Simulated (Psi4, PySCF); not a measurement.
Input for PySCF:
```python
from pyscf import gto, scf, mp

mol = gto.M(
    atom='''
N    -0.00261790    0.00013854    0.37401739
C    -0.00152192    1.37970834   -0.06300031
C     1.19627023   -0.68818901   -0.05385049
C    -1.19343643   -0.69158875   -0.07057579
H     0.00601956    1.47958855   -1.16082857
H     0.87937092    1.88014242    0.33668072
H    -0.88934309    1.87762614    0.32430169
H     1.29087415   -0.73861551   -1.15101370
H     1.18494027   -1.70346684    0.34014693
H     2.06712214   -0.17042002    0.34575384
H    -1.27253017   -0.74226236   -1.16895468
H    -2.07126594   -0.17630754    0.31678972
H    -1.18473380   -1.70683808    0.32356185
''',
    basis='6-31g**',
    verbose=4,
)

mf = scf.RHF(mol)
mf.kernel()

pt = mp.MP2(mf, frozen=4)
pt.kernel()
print('E(MP2) = %.10f' % pt.e_tot)
```

**Question.** Give the equivalent Psi4 input.

**Answer.** Several could match; the one computed here: 
```
memory 2 GB

molecule {
0 1
  N    -0.00261790    0.00013854    0.37401739
  C    -0.00152192    1.37970834   -0.06300031
  C     1.19627023   -0.68818901   -0.05385049
  C    -1.19343643   -0.69158875   -0.07057579
  H     0.00601956    1.47958855   -1.16082857
  H     0.87937092    1.88014242    0.33668072
  H    -0.88934309    1.87762614    0.32430169
  H     1.29087415   -0.73861551   -1.15101370
  H     1.18494027   -1.70346684    0.34014693
  H     2.06712214   -0.17042002    0.34575384
  H    -1.27253017   -0.74226236   -1.16895468
  H    -2.07126594   -0.17630754    0.31678972
  H    -1.18473380   -1.70683808    0.32356185
}

set basis 6-31g**
set freeze_core true
set mp2_type conv
set scf_type pk
set puream true
set d_convergence 1e-8

energy('mp2')
print_variables()
```

Both were run: PySCF gave -173.894754 Eh and Psi4 -173.894754 Eh, 0.000 mEh apart.
